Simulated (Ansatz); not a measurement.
`O[BH][SbH2]` + H₂S → `OBS` + `[SbH3]` at 298.15 K and 1 bar (cleavage of the B–Sb bond).

Gas-phase electronic energies from Ansatz, PBE0-D4/def2-TZVP geometries. CCSD(T)/CBS is the MP2 limit (def2-TZVPP, def2-QZVPP) plus CCSD(T) − MP2 in def2-TZVPP, frozen cores. This one scheme is used for every species. def2 core potentials past Kr. For Sb outer-core shells are correlated without core-valence functions, which leaves a few kJ/mol of doubt a bond. One conformer a species, not always the lowest.

```csv
species,CCSD(T)/CBS energy (Eh),H − E (kJ/mol),S (J/(mol·K))
`O[BH][SbH2]`,-342.41037,123.6,309.5
H₂S,-398.97279,49.9,205.7
`OBS`,-499.62211,111.6,271.9
`[SbH3]`,-241.78682,60.8,232.7
```

H − E and S are ideal-gas, rigid-rotor, harmonic terms from PBE0-D4/def2-TZVP, for one conformer and one mirror image of each species. 1 Eh = 2625.50 kJ/mol, R = 8.31446 J/(mol·K).

Q: By hand: ΔE, ΔH, ΔS and ΔG.

A: ΔE = (-499.62211) + (-241.78682) − (-342.41037) − (-398.97279) = -0.02577 Eh = -67.7 kJ/mol. Δ(H − E) = 111.6 + 60.8 − 123.6 − 49.9 = -1.1, so ΔH = -68.8 kJ/mol. ΔS = 271.9 + 232.7 − 309.5 − 205.7 = -10.6 J/(mol·K). ΔG = -68.8 − 298.15 × (-10.6)/1000 = -65.6 kJ/mol.

Q: By hand: the equilibrium constant, and the temperature at which ΔG would vanish if ΔH and ΔS stayed fixed.

A: log₁₀ K = −ΔG/(RT ln 10) = 11.5. ΔG = 0 at ΔH/ΔS = 6491 K, far beyond where these terms or the molecules hold.

The number of gas molecules stays the same, so ΔS is small and ΔH decides. A doubt of 5 kJ/mol in ΔE shifts log₁₀ K by 0.9 here. Other conformers and mirror images would add mixing entropy, several J/(mol·K) or more a flexible species. These are equilibria of isolated gas molecules and say nothing of rates. Largest T1 diagnostic: 0.015 (customary marks: 0.02 for closed shells, 0.045 for open ones).
